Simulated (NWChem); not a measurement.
System meant: H2PO4 anion

Here is an NWChem input.

```
start job
memory heap 200 mb stack 900 mb global 1100 mb
charge -1
geometry units angstroms noautoz
  O     -1.025783    -0.875694    -0.842866
  P      0.000000     0.000000    -0.158431
  O      1.025783     0.875694    -0.842866
  O      0.857174    -0.975105     0.915714
  O     -0.857174     0.975105     0.915714
  H      1.736491    -0.584013     0.983600
  H     -1.736491     0.584013     0.983600
end
basis spherical
  O library def2-svp
  P library def2-svp
  H library def2-svp
end
dft
  xc pbe0
  iterations 4
  mulliken
end
task dft energy
```

End of the output:

```
    Atom       Charge   Shell Charges
 -----------   ------   -------------------------------------------------------
    1 O    8     8.62   1.97  0.96  0.73  2.70  2.24  0.02
    2 P   15    14.22   2.00  1.92  0.65  0.29  5.80  1.35  1.15  1.05
    3 O    8     8.62   1.97  0.96  0.73  2.70  2.24  0.02
    4 O    8     8.32   1.97  0.90  0.64  2.71  2.08  0.02
    5 O    8     8.32   1.97  0.90  0.64  2.71  2.08  0.02
    6 H    1     0.96   0.57  0.20  0.19
    7 H    1     0.96   0.57  0.20  0.19

 center of mass
 --------------
 x =   0.00000000 y =   0.00000000 z =  -0.04074750

 moments of inertia (a.u.)
 ------------------
         412.522477307761          -0.000000000000           0.000000000000
          -0.000000000000         385.352935384105           0.000000000000
           0.000000000000           0.000000000000         424.522856418534

     Multipole analysis of the density
     ---------------------------------

     L   x y z        total         alpha         beta         nuclear
     -   - - -        -----         -----         ----         -------
     0   0 0 0     -1.000000    -25.000000    -25.000000     49.000000

     1   1 0 0      0.000000      0.000000      0.000000      0.000000
     1   0 1 0     -0.000000     -0.000000     -0.000000      0.000000
     1   0 0 1      1.111550      0.555775      0.555775      0.000000

     2   2 0 0    -33.606698    -67.070446    -67.070446    100.534195
     2   1 1 0      3.064607     -0.234459     -0.234459      3.533525
     2   1 0 1      0.000000      0.000000      0.000000      0.000000
     2   0 2 0    -26.937178    -75.310250    -75.310250    123.683323
     2   0 1 1      0.000000      0.000000      0.000000      0.000000
     2   0 0 2    -31.292819    -64.004073    -64.004073     96.715327

 ------------------------------------------------------------------------
 dft energy failed                                                                                  0
 ------------------------------------------------------------------------
 ------------------------------------------------------------------------
  current input line :
    23: task dft energy
 ------------------------------------------------------------------------
 ------------------------------------------------------------------------
 This type of error is most commonly associated with calculations not reaching convergence criteria
 ------------------------------------------------------------------------
 For more information see the NWChem manual at https://nwchemgit.github.io

0:dft energy failed:Received an Error in Communication
```

**Question.** Find the fault in this run and fix the input.

**Answer.** The run did not converge; its last values are not results. Cause: the SCF was allowed too few iterations. This input runs:
```
start job
memory heap 200 mb stack 900 mb global 1100 mb
charge -1
geometry units angstroms noautoz
  O     -1.025783    -0.875694    -0.842866
  P      0.000000     0.000000    -0.158431
  O      1.025783     0.875694    -0.842866
  O      0.857174    -0.975105     0.915714
  O     -0.857174     0.975105     0.915714
  H      1.736491    -0.584013     0.983600
  H     -1.736491     0.584013     0.983600
end
basis spherical
  O library def2-svp
  P library def2-svp
  H library def2-svp
end
dft
  xc pbe0
  iterations 150
  mulliken
end
task dft energy
```
It converges to -642.81315 Ha (PBE0/def2-SVP).
